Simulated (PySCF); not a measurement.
Working out the ionisation energy of Co¹⁵⁺

Co¹⁵⁺ [Ne] 3s2 (1S) → Co¹⁶⁺ [Ne] 3s1 (2S). Calculation: PySCF 2.14, in an even-tempered Gaussian basis (18 s from 1.2 bohr⁻², ratio 2.5; 11 p from 1.6 bohr⁻², ratio 2.5; 5 d from 6.4 bohr⁻², ratio 2.7; 4 f from 9.6 bohr⁻², ratio 2.7); scalar relativity by spin-free X2C-1e. Frozen: 1s2; the 19 highest virtual orbitals dropped. Energies in hartree (1 hartree = 27.21139 eV):

```
             part  Co¹⁵⁺ (lower)  Co¹⁶⁺ (upper)
              UHF   -1285.702495   -1267.022750
MP2 opposite-spin      -0.305967      -0.229101
    MP2 same-spin      -0.093465      -0.084215
```

Problem. What does Hartree-Fock give?

Solution. (-1267.022750) − (-1285.702495) = 18.679745 hartree = 508.302 eV.

Problem. What do MP2 and SCS-MP2 (6/5 opposite-spin, 1/3 same-spin) give?

Solution. The opposite-spin parts differ by 2.092 eV and the same-spin parts by 0.252 eV. MP2: 508.302 + (2.092) + (0.252) = 510.646 eV. SCS-MP2: 508.302 + 1.2 × (2.092) + (0.252)/3 = 510.896 eV.

A first-order spin-orbit estimate adds 0.000 eV to MP2 (outer shells), giving 510.646 eV against 511.96 ± 0.06 eV (semi-empirical (NIST evaluation); NIST Atomic Spectra Database, ionization energies).

What remains against the reference includes basis incompleteness, the frozen core and correlation beyond second order.
